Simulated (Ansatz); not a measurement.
Computed with Ansatz on PBE0-D4/def2-TZVP structures; ΔE is electronic, products minus reactants. CBS: MP2 limit from def2 TZ/QZ plus the TZ coupled-cluster correction, frozen cores. Functionals use def2-TZVPP. B3LYP here is the variant with VWN-RPA as its local correlation; programs differ in this. Each species was taken in one conformer, which may not be the lowest.

Reaction (isomerisation): `BB(C)C[SiH3]` → `CCBB[SiH3]`

```tsv
level	ΔE (kJ/mol)
PBE0-D4	62.6
ωB97X-V	66.2
B3LYP	60.0
MP2/def2-TZVPP	78.4
SCS-MP2/def2-TZVPP	74.0
CCSD/def2-TZVPP	67.9
CCSD(T)/def2-TZVPP	68.7
MP2/def2-QZVPP	79.1
```

**Question.** What does CCSD(T)/CBS give? (Best estimate.)

**Answer.** Computed: +69.7 kJ/mol. The listed levels differ from it by -7.1, -3.5, -9.7, 8.7, 4.3, -1.8, -1.0, 9.4 kJ/mol.

Largest T1 diagnostic among the species: 0.013.

From PBE to PBE0 (25 % exact exchange), in def2-TZVPP and without D4, ΔE moves by +5.3 kJ/mol. The D4 term adds +6.1 kJ/mol with B3LYP and +3.3 kJ/mol with PBE0; it sums over pairs of atoms, weighted by their polarisabilities, and B3LYP, whose exchange is more repulsive, gets the larger term.
